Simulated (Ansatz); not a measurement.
Li2H2S2⁺, that is (LiSH)2 ring with one electron fewer. Total charge 1; doublet. Geometry PBE-D4/def2-TZVP, that of the neutral singlet.

| atom | x (Å) | y (Å) | z (Å) |
| --- | --- | --- | --- |
| Li1 | 0.433 | -1.080 | 0.694 |
| S2 | -1.757 | -0.902 | -0.055 |
| Li3 | -0.341 | 0.541 | -1.195 |
| S4 | 1.875 | 0.211 | -0.587 |
| H5 | -2.203 | -0.028 | 0.879 |
| H6 | 1.994 | 1.258 | 0.264 |

(1) Estimate the α-spin orbital energies around the gap (eV) in Ansatz with PBE-D4/def2-TZVP, r2SCAN-D4/def2-TZVP, PBE0-D4/def2-TZVP.

Answers

(1) 
```tsv
orbital	PBE-D4/def2-TZVP	r2SCAN-D4/def2-TZVP	PBE0-D4/def2-TZVP
HOMO−5	-15.07	-15.45	-16.50
HOMO−4	-14.83	-15.21	-16.24
HOMO−3	-12.96	-13.34	-14.37
HOMO−2	-12.18	-12.57	-13.53
HOMO−1	-11.78	-12.06	-13.08
HOMO	-11.71	-11.99	-13.00
LUMO	-5.75	-5.24	-5.01
LUMO+1	-5.51	-4.89	-4.79
LUMO+2	-4.74	-4.31	-4.02
LUMO+3	-4.63	-3.83	-3.73
LUMO+4	-4.30	-3.60	-3.54
LUMO+5	-3.79	-3.10	-3.13
β HOMO	-11.54	-11.79	-12.72
β LUMO	-11.25	-11.20	-10.61
```
